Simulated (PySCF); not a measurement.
Isomers C6H6F3N3:

A. SMILES C=CCn1cc(C(F)(F)F)nn1
B. SMILES C=Cn1nc(C)c(C(F)(F)F)n1
C. `CCc1ncnc(C(F)(F)F)n1`

Spectrum 1. 13C{1H} NMR (computed): δ 189.1 (C), 172.4 (CH), 171.6 (C), 128.6 (C), 35.3 (CH2), 11.5 (CH3).

Spectrum 2. 13C{1H} NMR (computed): δ 150.4 (C), 144.1 (C), 138.8 (CH), 131.5 (C), 112.0 (CH2), 12.2 (CH3).

Spectrum 3. 13C{1H} NMR (computed): δ 147.2 (C), 143.5 (CH), 131.2 (CH), 130.8 (C), 127.0 (CH2), 56.2 (CH2).

PySCF 2.14 calculation with GIAO PBE0/pcSseg-1 shieldings and geometry: GFN2-xTB; fast rotation and ring inversion assumed for equivalent nuclei, relativity neglected, one conformer, no solvent.

δ = σ(ref) − σ, references computed at the same level: 13C vs TMS. Splittings of carbon signals by F and P are missing where no couplings were computed. Shifts are as computed. Against solution values, carbons near 30 ppm lie about +3 ppm off and those near 130 ppm about +5 ppm. Of 1211 compounds with measured shifts, 218 miss one by over three times the rms of a fit or turn the order of signals round; such compounds aren't used in these exercises.

Which spectrum belongs to which compound?

## Answers

1–C, 2–B, 3–A.

- Spectrum 1 (C): 6 13C signals; δC 128.6 is a CF3 carbon; δC 35.3 is an sp3 CH2 on an aromatic ring.
- Spectrum 2 (B): 6 13C signals; δC 138.8 is an alkene CH; δC 131.5 is a CF3 carbon.
- Spectrum 3 (A): 6 13C signals; δC 143.5 is an alkene CH; δC 130.8 is a CF3 carbon.
